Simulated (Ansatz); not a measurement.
Basis-set extrapolation for CH₈BFSi₂ (`C[SiH](F)B[SiH3]`) (PBE0-D4/def2-TZVP geometry, frozen core, Ansatz 0.2.0). Multiplicity 1, RHF reference.

```json
{"": "HF", "def2-TZVPP": "-744.642434", "def2-QZVPP": "-744.668380"}
{"": "MP2 correlation", "def2-TZVPP": "-0.770551", "def2-QZVPP": "-0.831063"}
{"": "CCSD(T) correlation", "def2-TZVPP": "-0.864005", "def2-QZVPP": "not run"}
```

Energies in hartree. Use E(X) = E(∞) + A·exp(−7.88·√X) for Hartree–Fock and E(X) = E(∞) + B·X^(−2.97) for correlation, with X = 3 and 4, and add CCSD(T) minus MP2 of the smaller set to the MP2 limit.

Task: What is the CCSD(T) energy at the basis-set limit?

Result: HF limit: -744.668380 + (-0.025946) × 0.13774 = -744.67195. MP2 limit: -0.831063 + (-0.060512) × 0.74074 = -0.87589. Higher-order term: -0.864005 − (-0.770551) = -0.09345. Total: -745.64129 hartree, 354.1 kJ/mol below CCSD(T)/def2-TZVPP.
